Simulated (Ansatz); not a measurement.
NaAlF₄, relaxed as a triplet with UKS r2SCAN-D4/def2-SVP in Ansatz, starting from the r2SCAN-D4/def2-SVP geometry of the neutral singlet. Force threshold 0.02 eV/Å.

In the triplet, F3 and F6 lie 1.98 Å apart (atoms count from 1), so these atoms are partly bonded to each other. At r2SCAN-D4/def2-SVP a singlet of charge 0 lies 6.64 eV below the triplet, each at its own geometry. The structure comes from a short search, and lower isomers may exist.

Start:

Cartesian coordinates in Å:
```
Na -0.7649 -1.5463 1.5247
Al 0.1984 0.4012 -0.3955
F 1.8003 0.8601 -0.4307
F -0.4504 0.5200 1.2200
F 0.0462 -1.3371 -0.4142
F -0.8296 1.1021 -1.5043
```

```
        step  energy (eV)  largest force component (eV/Å)  SCF passes
           1  -21865.2749                           1.279          84
           2  -21865.4440                           0.872          38
           3  -21865.6126                           0.418          32
           4  -21865.6708                           0.291          24
           5  -21865.7088                           0.215          41
           6  -21865.7246                           0.117          43
7 (rejected)  -21865.7215                           0.176          47
           8  -21865.7325                           0.046          37
           9  -21865.7369                           0.219          36
          10  -21865.7427                           0.132          36
          11  -21865.8424                           0.828          37
          13  -21865.8676                           0.515          25
          15  -21865.9272                           0.405          28
          17  -21865.9612                           0.121          28
          19  -21866.0198                           0.337          23
          21  -21866.0376                           0.575          31
          23  -21866.0738                           0.175          29
          25  -21866.1847                           0.445          25
          27  -21866.1968                           0.278          27
          29  -21866.2101                           0.051          24
          31  -21866.2122                           0.030          23
          33  -21866.2133                           0.019          18
```

Force components are those of the run's own axes.

End:

```xyz
6

Na   -0.200   -2.499    1.175
Al    0.088    0.307    0.100
F     1.655    0.675   -0.751
F    -0.370    1.546    1.119
F    -1.067   -0.982   -0.041
F    -0.107    0.953   -1.602
```

Bonds lost: Na1–F4 (atoms count from 1).

No frequencies were taken in this run, so the end may be a saddle point.

It took 37 s on 4 threads of Intel Xeon 6975P-C on a shared host.
